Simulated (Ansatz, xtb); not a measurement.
# Two isomers of CH6BFN

We compare a, `[CH2][NH2+][BH2-]F`, a doublet, with b, `[CH2][B@H-]([NH3+])F`, a doublet. Both are isolated molecules in the gas phase, relaxed with B3LYP-D3(BJ)/def2-SVP; the shapes shown needn't be the lowest conformers.

a (Å):

```xyz
10

C    -1.7840   -0.9392   -0.9023
B     0.0166    0.5305    0.4017
F     1.0373   -0.0622   -0.3201
N    -1.2312   -0.6793    0.3847
H    -1.1257   -1.4498   -1.6056
H    -2.5167   -0.2170   -1.2646
H    -1.9355   -0.3600    1.0539
H    -0.7805   -1.5095    0.7797
H     0.2225    0.6194    1.6081
H    -0.5192    1.4888   -0.1359
```

b (Å):

```xyz
10

C    -0.4558   -1.4898   -0.7188
B    -0.5165   -0.5480    0.5489
F     0.6931    0.0651    0.8889
N    -1.4733    0.7945    0.1230
H     0.4726   -1.6440   -1.2839
H    -1.2894   -2.1232   -1.0496
H    -1.1341   -0.9998    1.5168
H    -2.4243    0.5145   -0.1253
H    -1.5200    1.4542    0.9045
H    -1.0580    1.2736   -0.6809
```

Quicker runs give these differences E(b) − E(a): GFN2-xTB +9.0 kcal/mol; HF/STO-3G −10.3 kcal/mol (at GFN2-xTB geometries); r2SCAN-D4/def2-SVP −17.2 kcal/mol (at GFN2-xTB geometries).

Q: Estimate E(b) − E(a) at the level CCSD(T)/def2-SVP + ΔMP2/def2-TZVPP.

A: Calculated at CCSD(T)/def2-SVP + ΔMP2/def2-TZVPP: E(b) − E(a) = −17.5 kcal/mol, so structure b lies lower.

Level by level:

| level | geometry | E(b) − E(a) (kcal/mol) | departure from the last row (kcal/mol) | job, with rough time for the two |
| --- | --- | --- | --- | --- |
| GFN2-xTB | GFN2-xTB | +9.0 | +26.5 | optimisation, 0.13 s |
| HF/STO-3G | GFN2-xTB | −10.3 | +7.2 | single point, 0.2 s |
| r2SCAN-D4/def2-SVP | GFN2-xTB | −17.2 | +0.3 | single point, 3.4 s |
| B3LYP-D3(BJ)/def2-SVP | B3LYP-D3(BJ)/def2-SVP | −15.4 | +2.1 | optimisation, 44 s |
| HF/def2-SVP | B3LYP-D3(BJ)/def2-SVP | −16.3 | +1.2 | part of the CCSD(T) run |
| MP2/def2-SVP | B3LYP-D3(BJ)/def2-SVP | −16.7 | +0.8 | part of the CCSD(T) run |
| CCSD(T)/def2-SVP | B3LYP-D3(BJ)/def2-SVP | −16.2 | +1.3 | single point |
| CCSD(T)/def2-SVP + ΔMP2/def2-TZVPP | B3LYP-D3(BJ)/def2-SVP | −17.5 |  | single point, 28 s |

As drawn, b has 1 C–B, 1 N–H in place of 1 C–N, 1 B–H.

GFN2-xTB puts the two in the other order. The largest departure from CCSD(T)/def2-SVP + ΔMP2/def2-TZVPP is that of GFN2-xTB, 26.5 kcal/mol. The last row adds to CCSD(T) the change of the MP2 difference between the two basis sets, here −1.3 kcal/mol.

With harmonic frequencies from B3LYP-D3(BJ)/def2-SVP (ideal gas, rigid rotor, one conformer each, 298.15 K, 1 atm): the zero-point term adds −0.1 kcal/mol; ΔH is −17.4 and ΔG −17.7 kcal/mol.

Open shells are spin-unrestricted. The correlated steps freeze 4 core orbitals. Codes used: Ansatz 0.2.0, xtb 6.7.1; the last row on 2 threads of Arm Neoverse V2 on a shared host.
